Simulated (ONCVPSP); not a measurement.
## Transferability test, ONCV potential for nitrogen

ONCVPSP 4.0.1 input, shortened (lines: element, Z, core and valence counts, functional; n l f; lmax; l rc ep ncon nbas qcut; lloc lpopt rc5 dvloc0; l nproj debl; icmod fcfact rcfact), LDA (Perdew-Zunger), scalar-relativistic:

```
  N 7.00    1    1        3      upf
    1    0    2.00
    2    0    2.00
    2
    0    0.70    0.00    4    8   10.40
    1    0.65    0.05    4    7   13.10
    2    0.65    0.46    4    8   13.30
    4    5    0.60   -1.00
    0    2    3.90
    1    2    2.20
    2    1    2.80
    3    3.00    1.15
```

Energies are relative to the spin-unpolarised reference configuration 2s2; without spin polarisation the order of configurations can differ from experiment.

```json
{"valence configuration": "2s2 2p3", "charge": "0", "ΔE all-electron (eV)": "-89.866", "error AE − PS (meV)": "+150"}
{"valence configuration": "2s2 2p1", "charge": "+2", "ΔE all-electron (eV)": "-47.165", "error AE − PS (meV)": "+53"}
{"valence configuration": "2s1 2p3", "charge": "+1", "ΔE all-electron (eV)": "-64.682", "error AE − PS (meV)": "+136"}
```

**Question.** What are ΔE and the potential's error for 2s2 2p2?

**Answer.** ΔE = -76.134 eV all-electron; the error (AE − PS) is +118 meV.

Levels in the configuration 2s2 2p3:

```csv
level,all-electron (eV),pseudo (eV)
2s,-18.423,-18.433
2p,-7.242,-7.256
```

Note: ghosts flagged at negative energy: s at -326.8 eV; no localised positive-energy state flagged. A true bound ghost makes a file unfit for plane-wave use.
